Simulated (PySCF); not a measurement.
**Checking a proposed structure**

A compound C$_{7}$H$_{13}$NSi gives the data below (simulated from a calculation) and was assigned the structure `C=C1CC/C1=C\C[SiH2]N`.

¹³C{¹H} NMR (computed): δ 137.0 (C), 134.2 (C), 126.7 (CH), 117.9 (CH), 23.8 (CH2), 20.0 (CH3), 14.6 (CH3).

¹H NMR (600 MHz, computed): δ 6.39 (m, 1H), 6.19 (m, 1H), 4.93 (s, 3H), 2.33 (s, 3H), 2.30 (q, 2H), 1.11 (t, 3H).

[PySCF 2.14: σ from GIAO-PBE0/pcSseg-1; PBE0-D3(BJ)/def2-SVP geometry; in vacuum; single conformer; non-relativistic Hamiltonian; averaged over atoms made equivalent by symmetry, fast rotation or ring inversion]

References, each an isolated molecule treated in the same way: ¹H and ¹³C against TMS.

Problem. Compare with the shifts computed for the proposed structure, pairing carbons in order of shift.

Solution. Numbering as in the mapped SMILES `[CH2:1]=[C:2]1[CH2:3][CH2:4]/[C:5]1=[CH:6]\[CH2:7][SiH2:8][NH2:9]`. Hydrogens are named by the atom that carries them.

```
atom  computed for proposal  given list  difference
  C2                  155.9       137.0       +18.9
  C5                  147.6       134.2       +13.4
  C6                  123.2       126.7        -3.5
  C1                  107.8       117.9       -10.1
  C3                   28.7        23.8        +4.9
  C4                   27.6        20.0        +7.6
  C7                   18.6        14.6        +4.0
```

The rms difference is 10.3 ppm and the largest +18.9 ppm at C2 (fully substituted alkene carbon). The carbon types in order of shift don't match either: C, C, CH, CH2, CH2, CH2, CH2 for the proposal against C, C, CH, CH, CH2, CH3, CH3 in the data. The proposal doesn't fit.

Problem. Which isomer fits?

Solution. `CCc1cc(C)n([SiH3])c1`.

1. Carbon types of the structure: 2 × C, 2 × CH, 1 × CH2, 2 × CH3, leaving 3 H on heteroatoms.
2. δC 137.0: substituted aromatic carbon next to a ring nitrogen.
3. δC 134.2: substituted aromatic carbon.
4. δC 126.7: aromatic CH next to a ring nitrogen.
5. δC 117.9: aromatic CH.

This is the structure that produced the data.

Shifts are as computed. Against solution values, carbons near 30 ppm lie about +2 ppm off and those near 130 ppm about +5 ppm. Of 1211 compounds with measured shifts, 218 miss one by over three times the rms of a fit or turn the order of signals round; such compounds aren't used in these exercises. No couplings were computed; multiplicities are counted from neighbouring protons, with m where these are inequivalent, close in shift, in a saturated or five-membered ring or joined by F or P, and br s for small geminal =CH2 splittings.
